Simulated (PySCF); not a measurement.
C3H2N (SMILES C=[C-]C#N), charge -1, singlet, geometry from GFN2-xTB; M062X/6-311G** (PySCF).

The PySCF input:
```python
from pyscf import gto, scf, dft

mol = gto.M(
    atom='''
C    -0.120595   -1.695859    0.008662
C     0.478959   -0.514868    0.006682
C    -0.036520    0.737111   -0.004464
H    -1.215760   -1.893473    0.001174
H     0.461673   -2.623511    0.018494
N    -0.168140    1.908383   -0.012135
''',
    basis='6-311g**',
    charge=-1,
    spin=0,
    verbose=4,
)

mf = dft.RKS(mol)
mf.xc = 'm062x'
mf.diis = False
mf.damp = 0.3
mf.diis_start_cycle = 200
mf.max_cycle = 150
mf.kernel()
mf.analyze()
```

Task: What does PySCF print? Leave out banner, timings and long lists.

Result: 
```
PySCF version 2.14.0

[INPUT] verbose = 4
[INPUT] num. atoms = 6
[INPUT] num. electrons = 28
[INPUT] charge = -1
[INPUT] spin (= nelec alpha-beta = 2S) = 0
[INPUT] symmetry False subgroup None
[INPUT] Mole.unit = angstrom
[INPUT] Symbol           X                Y                Z      unit          X                Y                Z       unit  Magmom
[...]
nuclear repulsion = 82.9466777955877
number of shells = 40
number of NR pGTOs = 140
number of NR cGTOs = 84
basis = 6-311g**
ecp = {}

******** <class 'pyscf.dft.rks.RKS'> ********
method = RKS
initial guess = minao
damping factor = 0.3
level_shift factor = 0
DIIS disabled
SCF conv_tol = 1e-09
SCF conv_tol_grad = None
SCF max_cycles = 150
direct_scf = True
direct_scf_tol = 1e-13
XC library pyscf.dft.libxc version 7.1.2
    S. Lehtola, C. Steigemann, M. J. T. Oliveira, and M. A. L. Marques,  SoftwareX 7, 1–5 (2018)
XC functionals = m062x
    Y. Zhao and D. G. Truhlar,  Theor. Chem. Acc. 120, 215 (2008)
    Y. Zhao and D. G. Truhlar,  Theor. Chem. Acc. 120, 215 (2008)
radial grids:
    Treutler-Ahlrichs [JCP 102, 346 (1995); DOI:10.1063/1.469408] (M4) radial grids

becke partition: Becke, JCP 88, 2547 (1988); DOI:10.1063/1.454033
pruning grids: <function nwchem_prune>
grids dens level: 3
symmetrized grids: False
atomic radii adjust function: <function treutler_atomic_radii_adjust>
small_rho_cutoff = 0
Set gradient conv threshold to 3.16228e-05
Initial guess from minao.
tot grids = 75872
init E= -170.662703813249
[...]
cycle= 1 E= -170.119690668829  delta_E= 0.543  |g|= 0.449  |ddm|= 2.24
[...]
cycle= 2 E= -170.155026943122  delta_E= -0.0353  |g|= 0.353  |ddm|= 0.861
[...]
cycle= 3 E= -170.159041269049  delta_E= -0.00401  |g|= 0.32  |ddm|= 0.522
[...]
cycle= 4 E= -170.159130814882  delta_E= -8.95e-05  |g|= 0.321  |ddm|= 0.496
[...]
cycle= 5 E= -170.158828828989  delta_E= 0.000302  |g|= 0.326  |ddm|= 0.496
[...]
cycle= 6 E= -170.157738702133  delta_E= 0.00109  |g|= 0.331  |ddm|= 0.496
[...]
cycle= 7 E= -170.156994462018  delta_E= 0.000744  |g|= 0.34  |ddm|= 0.506
[...]
cycle= 8 E= -170.155598106207  delta_E= 0.0014  |g|= 0.346  |ddm|= 0.515
[...]
cycle= 9 E= -170.15472210827  delta_E= 0.000876  |g|= 0.356  |ddm|= 0.526
[...]
cycle= 10 E= -170.153142848523  delta_E= 0.00158  |g|= 0.362  |ddm|= 0.538
[...]
cycle= 11 E= -170.152191908926  delta_E= 0.000951  |g|= 0.372  |ddm|= 0.549
[...]
cycle= 12 E= -170.150444896604  delta_E= 0.00175  |g|= 0.378  |ddm|= 0.562
[...]
[...]
[...]
cycle= 132 E= -135.514230990173  delta_E= -3.99  |g|= 7.44  |ddm|= 27.8
[...]
cycle= 133 E= -131.526083163253  delta_E= 3.99  |g|= 8.59  |ddm|= 27.8
[...]
cycle= 134 E= -135.514287495886  delta_E= -3.99  |g|= 7.44  |ddm|= 27.8
[...]
cycle= 135 E= -131.525916565933  delta_E= 3.99  |g|= 8.59  |ddm|= 27.8
[...]
cycle= 136 E= -135.514339712967  delta_E= -3.99  |g|= 7.44  |ddm|= 27.8
[...]
cycle= 137 E= -131.52579149193  delta_E= 3.99  |g|= 8.59  |ddm|= 27.8
[...]
cycle= 138 E= -135.514384938198  delta_E= -3.99  |g|= 7.44  |ddm|= 27.8
[...]
cycle= 139 E= -131.525696882499  delta_E= 3.99  |g|= 8.59  |ddm|= 27.8
[...]
cycle= 140 E= -135.514422357842  delta_E= -3.99  |g|= 7.44  |ddm|= 27.8
[...]
cycle= 141 E= -131.525624737488  delta_E= 3.99  |g|= 8.59  |ddm|= 27.8
[...]
cycle= 142 E= -135.514452486927  delta_E= -3.99  |g|= 7.44  |ddm|= 27.8
[...]
cycle= 143 E= -131.525569378742  delta_E= 3.99  |g|= 8.59  |ddm|= 27.8
[...]
cycle= 144 E= -135.514476371809  delta_E= -3.99  |g|= 7.44  |ddm|= 27.8
[...]
cycle= 145 E= -131.525526720314  delta_E= 3.99  |g|= 8.59  |ddm|= 27.8
[...]
cycle= 146 E= -135.514495140945  delta_E= -3.99  |g|= 7.44  |ddm|= 27.8
[...]
cycle= 147 E= -131.52549375909  delta_E= 3.99  |g|= 8.59  |ddm|= 27.8
[...]
cycle= 148 E= -135.514509816603  delta_E= -3.99  |g|= 7.44  |ddm|= 27.8
[...]
cycle= 149 E= -131.525468247105  delta_E= 3.99  |g|= 8.59  |ddm|= 27.8
[...]
cycle= 150 E= -135.514521258753  delta_E= -3.99  |g|= 7.44  |ddm|= 27.8
SCF not converged.
SCF energy = -135.514521258753
**** SCF Summaries ****
Total Energy =                        -135.514521258752751
Nuclear Repulsion Energy =              82.946677795587732
One-electron Energy =                 -387.844056638746736
Two-electron Energy =                  169.382857584406253
Two-electron Coulomb Energy =          195.440124968495553
DFT Exchange-Correlation Energy =      -26.057267384089311
HOMO-LUMO gap [eV] =                     5.653867277413479
**** MO energy ****
[...]
 ** Mulliken pop on meta-lowdin orthogonal AOs  **
 ** Mulliken pop  **
 ** Mulliken atomic charges  **
charge of    0C =     -4.46282
charge of    1C =     -3.04387
charge of    2C =      3.68602
charge of    3H =     -1.04544
charge of    4H =     -1.12815
charge of    5N =      4.99426

WARN: System has nonzero charge -1; the dipole moment is origin-dependent.
Location of origin: [0. 0. 0.]

Dipole moment(X, Y, Z, Debye): -6.24794, 136.55660, -0.82202
```

The run did not converge; its last values are not results.
